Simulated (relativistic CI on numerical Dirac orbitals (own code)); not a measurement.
## Ligand-field terms of d5

Computed with a parametric ligand-field model of a d^n configuration (Racah B and C, spin-orbit zeta, crystal field), exact diagonalisation.

Field parameters in Wybourne normalisation: Oh B⁴₀ = 21Dq, B⁴₄ = √(5/14) B⁴₀; Td as Oh with Dq negative (B⁴₀ = 21Dq, B⁴₄ = √(5/14) B⁴₀). The field is a parameter set, without covalency.

Task: Ground term and bands for B = 580, C = 2320, ζ = 0 cm⁻¹, Oh, 10Dq = 33200 cm⁻¹?

Result: Ground term 2T2 with 0.02 electrons in the two orbitals of the cubic e set. Spin-allowed: 2A2 30016 cm⁻¹ (333 nm), 2T1 30226 cm⁻¹ (331 nm), 2T2 31903 cm⁻¹ (313 nm), 2E 33159 cm⁻¹ (302 nm). Lowest spin-forbidden: 4T1 21865 cm⁻¹ (457 nm), 4T2 26321 cm⁻¹ (380 nm), 6A1 35564 cm⁻¹ (281 nm).

Task: Ground term and bands for B = 320, C = 1230, ζ = 0 cm⁻¹, Oh, 10Dq = 28150 cm⁻¹?

Result: Ground term 2T2 with 0.01 electrons in the two orbitals of the cubic e set. Spin-allowed: 2A2 26300 cm⁻¹ (380 nm), 2T1 26418 cm⁻¹ (379 nm), 2T2 27424 cm⁻¹ (365 nm), 2E 28073 cm⁻¹ (356 nm). Lowest spin-forbidden: 4T1 21957 cm⁻¹ (455 nm), 4T2 24460 cm⁻¹ (409 nm), 6A1 39608 cm⁻¹ (252 nm).

Task: Ground term and bands for B = 990, C = 4150, ζ = 0 cm⁻¹, Td, 10Dq = -10100 cm⁻¹?

Result: Ground term 6A1 with 2.00 electrons in the two orbitals of the cubic e set. Spin-allowed: none. Lowest spin-forbidden: 4T1 23412 cm⁻¹ (427 nm), 4T2 28031 cm⁻¹ (357 nm), 4A1+E 30650 cm⁻¹ (326 nm). A high-spin d5 ion has no spin-allowed d-d band, hence its pale colour.

Task: Ground term and bands for B = 600, C = 2390, ζ = 0 cm⁻¹, Oh, 10Dq = 33600 cm⁻¹?

Result: Ground term 2T2 with 0.02 electrons in the two orbitals of the cubic e set. Spin-allowed: 2A2 30328 cm⁻¹ (330 nm), 2T1 30545 cm⁻¹ (327 nm), 2T2 32271 cm⁻¹ (310 nm), 2E 33568 cm⁻¹ (298 nm). Lowest spin-forbidden: 4T1 21926 cm⁻¹ (456 nm), 4T2 26530 cm⁻¹ (377 nm), 6A1 35416 cm⁻¹ (282 nm).

Task: Ground term and bands for B = 580, C = 2340, ζ = 0 cm⁻¹, Oh, 10Dq = 14800 cm⁻¹?

Result: Ground term 6A1 with 2.00 electrons in the two orbitals of the cubic e set. Spin-allowed: none. Lowest spin-forbidden: 2T2 676 cm⁻¹, 4T1 4629 cm⁻¹ (2160 nm), 4T2 8713 cm⁻¹ (1148 nm). A high-spin d5 ion has no spin-allowed d-d band, hence its pale colour.
